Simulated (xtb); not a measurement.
C3H7O2, doublet, at a GFN2-xTB geometry; GFN2-xTB run with xtb.

Here is a job for xtb.
```
$ xtb mol.xyz --gfn 2 --uhf 1 --hess --json

# file mol.xyz
12

C      1.38289072    -0.82437573     0.53679913
C      0.50950365     0.09301209    -0.23765718
O      0.84386230     1.43063186    -0.17475057
C     -0.85836591    -0.30056562    -0.65335888
O     -1.77431808    -0.43610899     0.44043898
H      0.85160641    -1.25365403     1.39124192
H      1.71658133    -1.65698409    -0.08560365
H      2.25033180    -0.27778887     0.89490509
H      0.23410632     1.94603789    -0.71552314
H     -0.85088573    -1.28963408    -1.11844561
H     -1.26579534     0.42763259    -1.37435551
H     -1.69646917     0.33978311     1.00757527
```

Output, abridged:

```
   ID    Z sym.   atoms
    1    6 C      1, 2, 4
    2    8 O      3, 5
    3    1 H      6-12

           -------------------------------------------------
          |                Calculation Setup                |
           -------------------------------------------------

           -------------------------------------------------
          |                 G F N 2 - x T B                 |
           -------------------------------------------------

          ...................................................
          :                      SETUP                      :
          :.................................................:
          :  # basis functions                  27          :
          :  # atomic orbitals                  27          :
          :  # shells                           17          :
          :  # electrons                        31          :
          :  max. iterations                   250          :
          :  Hamiltonian                  GFN2-xTB          :
          :  restarted?                      false          :
          :  GBSA solvation                  false          :
          :  PC potential                    false          :
          :  electronic temp.          300.0000000     K    :
          :  accuracy                    1.0000000          :
          :  -> integral cutoff          0.2500000E+02      :
          :  -> integral neglect         0.1000000E-07      :
          :  -> SCF convergence          0.1000000E-05 Eh   :
          :  -> wf. convergence          0.1000000E-03 e    :
          :  Broyden damping             0.4000000          :
          :  net charge                          0          :
          :  unpaired electrons                  1          :
          ...................................................

 iter      E             dE          RMSdq      gap      omega  full diag
   1    -18.1946528 -0.181947E+02  0.357E+00    8.96       0.0  T
   2    -18.2054197 -0.107669E-01  0.193E+00    9.02       1.0  T
   3    -18.2061837 -0.763967E-03  0.578E-01    8.94       1.0  T
   4    -18.2063723 -0.188633E-03  0.128E-01    8.95       1.0  T
   5    -18.2063920 -0.196701E-04  0.502E-02    8.95       1.0  T
   6    -18.2063941 -0.215797E-05  0.163E-02    8.96       1.8  T
   7    -18.2063945 -0.342241E-06  0.510E-03    8.96       5.7  T
   8    -18.2063945 -0.271919E-07  0.217E-03    8.96      13.3  T
   9    -18.2063945 -0.484512E-08  0.490E-04    8.96      58.9  T
  10    -18.2063945 -0.181814E-09  0.164E-04    8.96     175.7  T

   *** convergence criteria satisfied after 10 iterations ***

         :::::::::::::::::::::::::::::::::::::::::::::::::::::
         ::                     SUMMARY                     ::
         :::::::::::::::::::::::::::::::::::::::::::::::::::::
         :: total energy             -18.040303885307 Eh    ::
         :: gradient norm              0.000033410222 Eh/a0 ::
         :: HOMO-LUMO gap              8.964003734584 eV    ::
         ::.................................................::
         :: SCC energy               -18.206387955840 Eh    ::
         :: -> isotropic ES            0.044982561148 Eh    ::
         :: -> anisotropic ES          0.003121233240 Eh    ::
         :: -> anisotropic XC          0.001151813351 Eh    ::
         :: -> dispersion             -0.005434292061 Eh    ::
         :: repulsion energy           0.166084070533 Eh    ::
         :: add. restraining           0.000000000000 Eh    ::
         :: total charge               0.000000000000 e     ::
         :::::::::::::::::::::::::::::::::::::::::::::::::::::

           -------------------------------------------------
          |                Numerical Hessian                |
           -------------------------------------------------
step length          :   0.00500
SCC accuracy         :   0.30000
Hessian scale factor :   1.00000
frozen atoms in %    :   0.00000    0
RMS gradient         :   0.00003
[...]
   9:  0.00  10:  0.00  11:  0.00  12:  0.00  13:  0.00  14:  0.00  15:  0.00  16:  0.00
  17:  0.00  18:  0.00  19:  0.00  20:  0.00  21:  0.00  22:  0.00  23:  0.00  24:  0.00
  25:  0.00  26:  0.00  27:  0.00  28:  0.00  29:  0.00  30:  0.00  31:  0.00  32:  0.00
  33:  0.00  34:  0.00  35:  0.00  36:  0.00
 output can be read by thermo (or use thermo option).
 writing <g98.out> molden fake output.
 recommended (thermochemical) frequency scaling factor: 1.0
           -------------------------------------------------
          |             Thermodynamic Functions             |
           -------------------------------------------------

c1  symmetry found (for desy threshold:  0.10E+00) used in thermo

          ...................................................
          :                      SETUP                      :
          :.................................................:
          :  # frequencies                          30      :
          :  # imaginary freq.                       0      :
          :  linear?                             false      :
          :  only rotor calc.                    false      :
          :  symmetry                               c1      :
          :  rotational number                       1      :
          :  scaling factor                  1.0000000      :
          :  rotor cutoff                   50.0000000 cm⁻¹ :
          :  imag. cutoff                  -20.0000000 cm⁻¹ :
          :.................................................:

    mode    ω/cm⁻¹     T·S(HO)/kcal·mol⁻¹    T·S(FR)/kcal·mol⁻¹   T·S(vib)
   ------------------------------------------------------------------------
       1     58.19    -1.34694 ( 64.72%)    -1.01093 ( 35.28%)    -1.22839
       2     78.31    -1.17258 ( 85.75%)    -0.92314 ( 14.25%)    -1.13703
       3    135.36    -0.85521 ( 98.17%)    -0.76122 (  1.83%)    -0.85350
       4    285.94    -0.44659 ( 99.91%)    -0.53983 (  0.09%)    -0.44668
   ------------------------------------------------------------------------

   temp. (K)  partition function   enthalpy   heat capacity  entropy
                                   cal/mol     cal/K/mol   cal/K/mol   J/K/mol
 298.15  VIB   76.4                 2711.006     16.651     17.187
         ROT  0.962E+05              888.752      2.981     25.782
         INT  0.734E+07             3599.759     19.631     42.969
         TR   0.630E+27             1481.254      4.968     38.846
         TOT                        5081.0124    24.5996    81.8158   342.3171

       T/K    H(0)-H(T)+PV         H(T)/Eh          T*S/Eh         G(T)/Eh
   ------------------------------------------------------------------------
    298.15    0.809711E-02    0.103697E+00    0.388733E-01    0.648236E-01
   ------------------------------------------------------------------------

         :::::::::::::::::::::::::::::::::::::::::::::::::::::
         ::                  THERMODYNAMIC                  ::
         :::::::::::::::::::::::::::::::::::::::::::::::::::::
         :: total free energy         -17.975480332541 Eh   ::
         ::.................................................::
         :: total energy              -18.040303885362 Eh   ::
         :: zero point energy           0.095599750822 Eh   ::
         :: G(RRHO) w/o ZPVE           -0.030776198001 Eh   ::
         :: G(RRHO) contrib.            0.064823552820 Eh   ::
         :::::::::::::::::::::::::::::::::::::::::::::::::::::

           -------------------------------------------------
          | TOTAL ENERGY              -18.040303885362 Eh   |
          | TOTAL ENTHALPY            -17.936607025835 Eh   |
          | TOTAL FREE ENERGY         -17.975480332541 Eh   |
          | GRADIENT NORM               0.000033455024 Eh/α |
          | HOMO-LUMO GAP               8.964003658704 eV   |
           -------------------------------------------------

normal termination of xtb
```
